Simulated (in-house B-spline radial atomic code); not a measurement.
The manganese ion Mn⁴⁺: [Ar] 3d3

Method: non-relativistic M06-2X, spin-polarised, spherical fractional occupations, exact exchange averaged over the configuration, point nucleus. Calculated with a B-spline radial code for spherical atoms.

Effective charges: Z_r = [3n² - l(l+1)]/(2<r>) from the radius, Z_e = n√(-2ε) from the energy, and Slater's rules. Values are occupation-weighted means over spin.

```json
{"shell": "1s", "electrons": "2", "ε (eV)": "-6515.5", "<r> (bohr)": "0.06163", "Z_r": "24.34", "Z_e": "21.88", "Slater": "24.70"}
{"shell": "2s", "electrons": "2", "ε (eV)": "-819.76", "<r> (bohr)": "0.282", "Z_r": "21.27", "Z_e": "15.52", "Slater": "20.85"}
{"shell": "2p", "electrons": "6", "ε (eV)": "-712.82", "<r> (bohr)": "0.2474", "Z_r": "20.21", "Z_e": "14.48", "Slater": "20.85"}
{"shell": "3s", "electrons": "2", "ε (eV)": "-149.96", "<r> (bohr)": "0.8431", "Z_r": "16.01", "Z_e": "9.96", "Slater": "13.75"}
{"shell": "3p", "electrons": "6", "ε (eV)": "-117.17", "<r> (bohr)": "0.8758", "Z_r": "14.27", "Z_e": "8.80", "Slater": "13.75"}
{"shell": "3d", "electrons": "3", "ε (eV)": "-68.751", "<r> (bohr)": "0.9484", "Z_r": "11.07", "Z_e": "6.74", "Slater": "6.30"}
```

The least bound orbital is 3d up at -68.75 eV, and it is also the most diffuse (<r> = 0.9484 bohr).
